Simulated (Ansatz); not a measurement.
Basis sets compared for the cluster Cu3H3⁻ (the lowest doublet isomer of a short search). Charge -1, multiplicity 2. Geometry PBE0-D4/def2-SVPD. Ansatz on 4 threads of Arm Neoverse V2 on a shared host; times are rough, and most runs start from earlier orbitals.

Cartesian coordinates in Å:
```
Cu -0.412 -0.509 -0.222
Cu -0.432 -2.451 -1.711
Cu 0.583 1.297 1.153
H 1.223 2.704 1.178
H -0.887 -0.868 -1.704
H -0.075 -0.174 1.305
```

At PBE-D4/def2-SVPD, PBE-D4/def2-TZVPD the highest occupied level of the charge -1 doublet lies above zero (up to 0.43 eV). By energy differences its removal costs 2.08 eV (vertical, to the charge 0 singlet, at LC-ωPBE (ω = 0.30 bohr⁻¹)/def2-TZVPD). The structure comes from a short search, and lower isomers may exist.

| level | functions | energy (Eh) | HOMO (eV) | LUMO (eV) | wall time |
| --- | --- | --- | --- | --- | --- |
| PBE-D4/def2-SVPD | 126 | -4921.9816 | 0.43 | 1.27 | 2.8 s |
| PBE0-D4/def2-SVPD | 126 | -4921.9811 | -0.18 | 2.13 | 4.7 s |

(1) Estimate the rows for PBE-D4/def2-TZVPD (with forces), PBE0-D4/def2-TZVPD.

Results:

(1) 
```tsv
level	functions	energy (Eh)	HOMO (eV)	LUMO (eV)	wall time
PBE-D4/def2-TZVPD (with forces)	171	-4922.7266	0.31	1.15	4.2 s
PBE0-D4/def2-TZVPD	171	-4922.6994	-0.29	2.04	7.5 s
```
